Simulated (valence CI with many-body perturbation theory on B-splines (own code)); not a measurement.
# Sensitivity of CI+MBPT for Ta40+

Calculated by relativistic CI+MBPT: five valence electrons over a frozen Dirac-Fock core [Ar] 3d10, radial functions for each j: 6 s, 6 p, 5 d, 3 f, 1 g, with the one-electron correlation potential Σ1 (screened to all orders), the two-electron term Σ2, the three-electron term Σ3, Breit, model QED; selected single and double excitations, second order for the rest, scaled by the run's own slope (own B-spline code, finite nucleus).

The last digits are not significant, and no measured levels were compared; by estimate large intervals hold to a few tenths of a per cent, small ones and those within an open d or f shell to about a per cent. Among the levels kept, up to 390 cm⁻¹ of a level comes from second order outside the variational space, and about a tenth of that is noise between levels of different J, which matters for small intervals.

The reference run has the lowest level (4s^2 4p1/2^2 4p3/2) J=3/2 and an ionisation energy of 1912.04 eV. Its largest variational space holds 9998 state functions.

Levels are named by their leading jj configuration (3d3/2^4 stands for four electrons in 3d with j = 3/2), which in mixed levels can hold well under half, so a name can repeat and another be missing. Letters in brackets count levels of one name in rising energy.

Changed runs:
A. scale of Σ2 1 → 1.2
B. selection threshold (hartree) 2e-08 → 1e-05
C. scale of Σ1 1 → 0
D. logarithmic knot step 0.27 → 1.1 (bad on purpose)

Excitation energies of the reference run in cm⁻¹, and shifts in cm⁻¹:

```csv
Level,Reference,A,B,C,D
(4s^2 4p1/2 4p3/2^2) J=3/2,665037,+402,-0.7,-1966,-549
(4s^2 4p1/2 4p3/2^2) J=5/2,708351,+277,-3.0,-1975,-557
(4s^2 4p1/2 4p3/2^2) J=1/2,762673,+112,-0.1,-1988,-571
(4s^2 4p1/2^2 4d3/2) J=3/2,1211550,-227,+0.1,+1713,-2676
(4s^2 4p1/2^2 4d5/2) J=5/2,1372280,+105,-0.1,+23,-7794
(4s^2 4p3/2^3) J=3/2,1435460,+519,+1.0,-3952,-1194
(4s 4p1/2^2 4p3/2^2) J=5/2,1478460,-552,-5.1,-169,-8121
(4s 4p1/2^2 4p3/2^2) J=1/2,1553350,-200,-2.3,-1149,-13543
(4s 4p1/2^2 4p3/2^2) J=3/2,1570580,-637,-5.0,-1065,-12981
(4s^2 4p1/2 4p3/2 4d3/2) J=5/2 [a],1873640,+159,+1.5,-202,-3026
(4s^2 4p1/2 4p3/2 4d3/2) J=3/2 [a],1874940,+104,+1.0,-258,-3336
(4s^2 4p1/2 4p3/2 4d3/2) J=1/2 [a],1877800,+111,-0.7,-229,-3128
Ionisation energy (eV),1912.04,+0.047,+0.00085,-1.54,-0.11
```
